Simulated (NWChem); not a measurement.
System: KOH cation, doublet; SMILES of the neutral closed-shell parent [OH][K]

The following NWChem deck was run.

```
start job
memory heap 200 mb stack 900 mb global 1100 mb
charge 1
geometry units angstroms noautoz
  K     -0.666496    -0.496237    -0.559861
  O      1.115767     0.833443     0.937962
  H      1.769960     1.306301     1.483750
end
basis spherical
  K library def2-svp
  O library def2-svp
  H library def2-svp
end
dft
  odft
  mult 2
  xc b3lyp
  iterations 150
  mulliken
end
task dft energy
```

Structure relaxed at the PBE0-D3(BJ)/def2-TZVP, spin-unrestricted level. This spin state was assumed; another may lie lower. No stability test was run on the SCF state.

### Question
Predict the main results of this run. (B3LYP/def2-SVP, spin-unrestricted.) Quantities: energy (Ha); highest occupied level (eV); lowest empty minus highest occupied level, either spin (eV); <S²>.

### Answer
```json
{
  "energy (Ha)": "-675.38",
  "highest occupied level (eV)": "-13.70",
  "lowest empty minus highest occupied level, either spin (eV)": "4.01",
  "<S²>": "0.752"
}
```
